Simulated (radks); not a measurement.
The numbers below are computed, except where a source is named.
Initial-state core-level shifts of the sulfur ion S+ when its valence configuration changes from [Ne] 3s2 3p3. Level of theory: Dirac Kohn-Sham, PBE, spin-unpolarised, spherical densities, point nucleus; open shells fill j = l - 1/2 first (a radial shooting solver on a logarithmic mesh with Libxc functionals). Shifts are changes of the shell-averaged eigenvalues in eV (positive: less bound).

valence,1s,2s,2p
3s1 3p4,-1.432,-1.407,-1.391
3s1.5 3p3.5,-0.725,-0.711,-0.703
3s0.5 3p4.5,-2.123,-2.088,-2.064
3p5,-2.798,-2.756,-2.722
